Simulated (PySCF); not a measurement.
F$_{3}$Hf, charge +1, singlet, geometry from GFN2-xTB (such geometries of metal compounds can be far from the true shape) (the multiplicity is a formal guess) (core potentials on Hf). Base run: PBE0/def2-SVP (PySCF).

Input for PySCF:
```python
from pyscf import gto, scf, dft

mol = gto.M(
    atom='''
Hf    0.02643004    0.24370484    0.07704611
F     1.52633092   -0.79543891   -0.29280991
F    -0.83493396   -0.99952485    1.16274766
F    -0.90283724   -0.15467495   -1.48630661
''',
    basis='def2-svp',
    ecp={'Hf': 'def2-svp'},
    charge=1,
    verbose=4,
)

mf = dft.RKS(mol)
mf.xc = 'pbe0'
mf.kernel()
mf.analyze()
```

Variants of this job, named by their change:

| change | basis functions | E (Eh) | HOMO (eV) | HOMO-LUMO gap (eV) |
|---|---|---|---|---|
| base | 74 | -346.92352 | -17.65 | 8.53 |
| basis = jorge-DZP-DKH; relativity = spin-free X2C (without ecp={'Hf': 'def2-svp'}) | 105 | -15366.81358 | -17.59 | 8.00 |
| basis = ANO-RCC-VDZP; relativity = none (without ecp={'Hf': 'def2-svp'}) | 110 | -13074.10290 | -14.33 | 2.12 |
| basis = jorge-DZP-DKH; relativity = spin-free X2C; nucleus = Gaussian (with nucmod='G'; without ecp={'Hf': 'def2-svp'}) | 105 | -15365.42411 | -17.59 | 8.00 |
| basis = jorge-DZP-DKH; relativity = none (without ecp={'Hf': 'def2-svp'}) | 105 | -14358.63525 | -17.68 | 8.34 |
| basis = x2c-TZVPall; relativity = spin-free X2C; nucleus = Gaussian (with nucmod='G'; without ecp={'Hf': 'def2-svp'}) | 174 | -15378.05009 | -17.68 | 8.15 |
| basis = ANO-RCC-VDZP; relativity = spin-free X2C; nucleus = Gaussian (with nucmod='G'; without ecp={'Hf': 'def2-svp'}) | 110 | -15377.54726 | -17.94 | 7.97 |
| basis = ANO-RCC-VDZP; relativity = spin-free X2C (without ecp={'Hf': 'def2-svp'}) | 110 | -15379.42836 | -17.94 | 7.97 |
| basis = x2c-TZVPall; relativity = spin-free X2C (without ecp={'Hf': 'def2-svp'}) | 174 | -15379.65812 | -17.68 | 8.15 |
| basis = x2c-TZVPall; relativity = none (without ecp={'Hf': 'def2-svp'}) | 174 | -14221.73073 | -17.91 | 8.40 |

Total energies compare only within one method and basis.

Basis sets contracted for a relativistic Hamiltonian are a mismatch without it, so the rows without relativity aren't non-relativistic limits. No row has spin-orbit coupling; sets with core potentials leave out the core electrons.
